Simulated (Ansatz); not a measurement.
`N=[C](O)[AlH][F]` + `F[CH2][GeH3]` → `F[CH2][AlH][F]` + `N=[C](O)[GeH3]`  (redistribution)

Isolated molecules relaxed with PBE0-D4/def2-TZVP in Ansatz; ΔE leaves out vibrations. CBS: MP2 limit from def2 TZ/QZ plus the TZ coupled-cluster correction, frozen cores. DFT in def2-TZVPP. For Ge outer-core shells are correlated without core-valence functions, which leaves a few kJ/mol of doubt a bond. Scalar relativity is left out up to krypton. Each species was taken in one conformer, which may not be the lowest.

```tsv
level	ΔE (eV)
PBE-D4	0.00
MP2/CBS(def2)	0.00
```

Q: What does CCSD(T)/CBS give? (Estimate.)

A: The calculation gave: +0.01 eV. The listed levels differ from it by -0.01, -0.01 eV.

Largest T1 diagnostic among the species: 0.015.
